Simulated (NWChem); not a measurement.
System: AlH3SO; SMILES [AlH]([SH])[OH]

```xyz
6

Al    -0.4720    -0.5887     0.0000
H     -1.9946    -1.0072     0.0000
O      0.8135    -1.7034     0.0000
H      0.7470    -2.6593     0.0000
S      0.0997     1.5134     0.0000
H      1.4197     1.2183     0.0000
```
Atoms are numbered in this order, from 1.

Program: NWChem. Pople sets run with spherical d functions. Structure relaxed at the PBE0/def2-SVP level. B3LYP is NWChem's, with the RPA form of VWN correlation. GIAO values for the isolated, static molecule; σ is the absolute isotropic shielding, δ = σ(reference) − σ with the isolated reference molecule computed at the same levels (1H: tetramethylsilane, 17O: water).

Q: Predict the results for B3LYP/6-31G*. Quantities: σ Al1 (ppm); δ H2 (ppm); δ O3 (ppm); δ H4 (ppm); σ S5 (ppm); δ H6 (ppm).

A: 
```yaml
"σ Al1 (ppm)": 436.0
"δ H2 (ppm)": 5.34
"δ O3 (ppm)": 63.8
"δ H4 (ppm)": 2.37
"σ S5 (ppm)": 732.7
"δ H6 (ppm)": 0.28
```
